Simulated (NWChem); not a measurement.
Correlation energy of HCl2Ge

SMILES: [Cl][GeH][Cl]
```xyz
4

Cl    -0.5506    -0.3191     1.7539
Ge     0.5255     0.3509     0.0000
Cl    -0.5506    -0.3191    -1.7539
H      1.9033    -0.3765     0.0000
```
Charge 0, spin multiplicity 2.

The numbers come from NWChem runs, not from measurements. The geometry was optimised at UPBE0/def2-SVP, a minimum by its harmonic frequencies.

Basis set: def2-SVP. Each correlation energy counts from its own Hartree-Fock reference.

The Hamiltonian is non-relativistic. The correlated methods keep 19 core orbitals frozen. The structure started from a generated list of species. The unpaired electrons of the parent sit in orbitals of symmetry a' (Cs labels of the run); other states weren't searched. The stability of the SCF solutions was not checked. Open-shell Hartree-Fock references start from PBE0 orbitals. Coupled-cluster values serve here as a point of comparison, not as the truth.

**Question.** Order these methods by the correlation energy they give, lowest first: CCSD on UHF, CCSD[T] on UHF, CCSD(T) on UHF, CCSD[T] on ROHF, CCSD(T) on ROHF.

**Answer.** CCSD[T] on ROHF (-510.1 mHa), CCSD(T) on ROHF (-509.1 mHa), CCSD[T] on UHF (-507.8 mHa), CCSD(T) on UHF (-506.9 mHa), CCSD on UHF (-494.3 mHa)
